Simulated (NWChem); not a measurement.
# C2H5ClSi; SMILES C(=C)[SiH2]Cl

```xyz
9

Si    -0.7178    -0.0474    -0.0962
Cl     0.4084    -1.7463     0.3029
C      0.3999     1.3997    -0.4338
C      0.3964     2.5013     0.3265
H     -1.5646     0.2519     1.0932
H     -1.5706    -0.3684    -1.2758
H      1.0833     1.3544    -1.2917
H      1.0481     3.3565     0.1151
H     -0.2592     2.6007     1.1995
```
Atoms are numbered in this order, from 1.

Computed with NWChem. The geometry was optimised at PBE0/def2-SVP. Level: PBE/def2-SVP with SMD (1 M gas to 1 M solution), gas-phase geometry. Reactions with the solvent are ignored.

| solvent | dielectric constant | solvation free energy (kcal/mol) | cavity-dispersion-structure term (kcal/mol) | dipole in solution (D) |
|---|---|---|---|---|
| water | 78.4 | 1.6 | 3.7 | 2.39 |
| anisole | 4.22 | -2.0 | -0.4 | 2.25 |
| 1-propanol | 20.5 | -2.1 | -0.1 | 2.37 |
| chlorobenzene | 5.70 | -2.6 | -0.9 | 2.29 |
| ethyl acetate | 5.99 | -2.2 | -0.5 | 2.29 |
| ethanol | 24.9 | -2.2 | -0.1 | 2.37 |
| 2-propanol | 19.3 | -2.2 | -0.2 | 2.37 |
